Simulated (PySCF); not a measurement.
**MH₄ across group 6**

Level: PBE0, basis family def2-TZVP, scalar-relativistic core potentials from Rb on and no relativity for lighter atoms.

Each entry is the lowest minimum that a search over a few typed start shapes (and spin states, where more than one is plausible) found, or that minimum re-optimised at the stated level; isomers with ligand–ligand bonds, or fragments after loss of a ligand pair, can lie lower. Open shells are unrestricted; no spin–orbit coupling; PySCF with density fitting.

```json
{"molecule": "CrH₄", "2S+1": "3", "point group": "Td", "mean bond to the central atom (Å)": "1.593", "lowest ω (cm⁻¹)": "515", "highest ω (cm⁻¹)": "1804", "atomisation (kJ/mol)": "716"}
{"molecule": "MoH₄", "2S+1": "3", "point group": "Td", "mean bond to the central atom (Å)": "1.686", "lowest ω (cm⁻¹)": "550", "highest ω (cm⁻¹)": "1963", "atomisation (kJ/mol)": "956"}
{"molecule": "WH₄", "2S+1": "3", "point group": "Td", "mean bond to the central atom (Å)": "1.704", "lowest ω (cm⁻¹)": "586", "highest ω (cm⁻¹)": "2026", "atomisation (kJ/mol)": "1165"}
```

The bond lengthens at every step; the largest change, 0.093 Å, falls between CrH₄ and MoH₄ among the members listed.

The 4d and 5d members differ by only 0.018 Å, the mark of the lanthanide contraction and relativistic shrinkage of 6s.

Some spin contamination in CrH₄.

Spin–orbit coupling can matter for WH₄.

Left out of the table are members whose search was unfinished or whose lowest solution was spin-contaminated, unstable, very soft or bonded differently.

Open d and f shells are single-determinant solutions and may miss the true ground state.
